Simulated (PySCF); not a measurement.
Job file and geometry (Å, from GFN2-xTB) of an NMR shielding run on SMILES C=N/C=C(\C)B(N)P, C4H10BN2P, GIAO PBE0/pcSseg-1 NMR shielding, non-relativistic, gas phase (PySCF 2.14.0, density-fitted response routines); density fitting, a coarse starting grid and PySCF grid level 2 are the driver's defaults:

```
$ OMP_NUM_THREADS=1 python probes_run.py task.json out

{"job": {"kind": "nmr", "xc": "PBE0", "basis": "pcSseg-1"}, "charge": 0, "multiplicity": 1}
C      2.981636    -1.136811     1.245823
N      2.249720    -0.307778     0.638853
C      0.896374    -0.519319     0.541390
C      0.061730     0.367300    -0.032882
C      0.608137     1.647249    -0.596156
B     -1.473373     0.072880    -0.080575
N     -2.376733     1.085706    -0.353415
P     -2.132991    -1.682764     0.345522
H      2.609255    -2.047090     1.729486
H      4.042739    -0.944637     1.300287
H      0.489729    -1.448434     0.960353
H      1.693926     1.636216    -0.574018
H      0.265659     1.787326    -1.620685
H      0.254977     2.492220    -0.004554
H     -3.375360     0.956799    -0.365333
H     -2.104576     2.041451    -0.515974
H     -3.278655    -1.627382    -0.433177
H     -1.420956    -2.366613    -0.623262
```

Task: What does the program print?

Result: 
```
coarse grid: 15384 points
cycle   1  E = -633.5212842085  dE =  9.821e-01  |g| = 4.947e-01  |ddm| = 3.810e+00
cycle   2  E = -633.4562105690  dE =  6.507e-02  |g| = 7.117e-01  |ddm| = 1.169e+00
cycle   3  E = -633.5818477089  dE = -1.256e-01  |g| = 1.411e-01  |ddm| = 7.595e-01
cycle   4  E = -633.5868371125  dE = -4.989e-03  |g| = 3.834e-02  |ddm| = 1.463e-01
cycle   5  E = -633.5871312227  dE = -2.941e-04  |g| = 1.454e-02  |ddm| = 3.527e-02
cycle   6  E = -633.5871794378  dE = -4.822e-05  |g| = 3.757e-03  |ddm| = 1.522e-02
cycle   7  E = -633.5871827272  dE = -3.289e-06  |g| = 7.578e-04  |ddm| = 4.261e-03
final grid: 143672 points
cycle   8  E = -633.6289085578  dE = -4.386e-05  |g| = 8.656e-03  |ddm| = 3.737e-02
cycle   9  E = -633.6289000890  dE =  8.469e-06  |g| = 1.064e-02  |ddm| = 1.813e-02
cycle  10  E = -633.6289267318  dE = -2.664e-05  |g| = 1.962e-03  |ddm| = 1.025e-02
cycle  11  E = -633.6289276168  dE = -8.850e-07  |g| = 3.080e-04  |ddm| = 1.586e-03
cycle  12  E = -633.6289276327  dE = -1.585e-08  |g| = 1.633e-04  |ddm| = 3.332e-04
cycle  13  E = -633.6289276387  dE = -6.057e-09  |g| = 2.896e-05  |ddm| = 1.512e-04
cycle  14  E = -633.6289276389  dE = -2.083e-10  |g| = 9.335e-06  |ddm| = 3.984e-05
converged SCF energy = -633.6289276389

GIAO shielding tensors (ppm)
atom      isotropic    diamagn.    paramagn.     s11        s22        s33       span
  0 C       30.745     252.591    -221.846    -57.210     28.467    120.979    178.189
  1 N     -126.092     328.195    -454.287   -482.997   -170.490    275.211    758.208
  2 C       27.059     257.381    -230.322    -70.068     55.309     95.935    166.003
  3 C       34.722     260.830    -226.108    -59.849     -4.103    168.118    227.967
  4 C      172.068     248.112     -76.043    154.253    177.822    184.130     29.877
  5 B       57.048     196.541    -139.493     19.430     37.893    113.820     94.391
  6 N      155.213     316.576    -161.363     66.527    187.950    211.163    144.636
  7 P      567.957     968.557    -400.600    485.340    589.691    628.839    143.499
  8 H       24.048      30.363      -6.315     21.761     23.697     26.687      4.926
  9 H       24.409      28.276      -3.867     22.751     24.063     26.414      3.663
 10 H       24.529      35.966     -11.437     21.411     22.764     29.412      8.002
 11 H       27.771      30.652      -2.881     21.972     27.436     33.904     11.932
 12 H       30.249      30.918      -0.669     25.960     29.088     35.698      9.738
 13 H       30.187      30.671      -0.484     25.830     28.718     36.013     10.183
 14 H       27.492      30.304      -2.813     21.790     26.699     33.986     12.196
 15 H       27.256      31.968      -4.712     21.238     26.043     34.486     13.248
 16 H       30.397      30.942      -0.545     25.383     28.287     37.519     12.136
 17 H       29.984      31.597      -1.613     24.863     28.575     36.513     11.650
```

Size and cost of the density-fitted run: 193 basis functions, 57 s wall time on 1 thread of an Arm Neoverse N1, shared host; peak memory 0.85 GiB.
